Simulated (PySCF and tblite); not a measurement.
Values are calculated unless marked as measured or tabulated.
5 regioisomers of C₅H₇B₂NO₃:

| isomer | SMILES |
| --- | --- |
| A | [CH3:1][O:2][c:3]1[cH:4][n:5][b:6][c:7]([B:8]([OH:9])[OH:10])[cH:11]1 |
| B | [CH3:1][O:2][c:3]1[cH:4][cH:5][n:6][b:7][c:8]1[B:9]([OH:10])[OH:11] |
| C | [CH3:1][O:2][c:3]1[cH:4][cH:5][c:6]([B:7]([OH:8])[OH:9])[b:10][n:11]1 |
| D | [CH3:1][O:2][c:3]1[cH:4][n:5][b:6][cH:7][c:8]1[B:9]([OH:10])[OH:11] |
| E | [CH3:1][O:2][c:3]1[cH:4][c:5]([B:6]([OH:7])[OH:8])[cH:9][b:10][n:11]1 |

Each isomer is a Boltzmann average at 298.15 K over at most 4 conformers: GFN2-xTB geometries, energies PBE0/def2-SVP (D3(BJ) added where defined), GFN2-xTB thermal terms. Programs: PySCF with density fitting and tblite.

Question: Rank the isomers by free energy at 298.15 K.

Answer: 
```json
{"isomer": "C", "ΔG (kcal/mol)": "0.0", "ΔE, lowest conformer": "0.0", "conformers": "3", "largest weight %": "60", "rms dipole (D)": "1.30"}
{"isomer": "E", "ΔG (kcal/mol)": "4.2", "ΔE, lowest conformer": "4.6", "conformers": "2", "largest weight %": "80", "rms dipole (D)": "0.95"}
{"isomer": "B", "ΔG (kcal/mol)": "5.8", "ΔE, lowest conformer": "4.8", "conformers": "1", "largest weight %": "100", "rms dipole (D)": "3.46"}
{"isomer": "D", "ΔG (kcal/mol)": "14.2", "ΔE, lowest conformer": "13.3", "conformers": "1", "largest weight %": "100", "rms dipole (D)": "1.80"}
{"isomer": "A", "ΔG (kcal/mol)": "15.4", "ΔE, lowest conformer": "15.5", "conformers": "4", "largest weight %": "57", "rms dipole (D)": "1.75"}
```

The conformer set may be incomplete (the search or the number kept was capped). The search found a single conformer for at least one isomer; other rotamers may be missing.
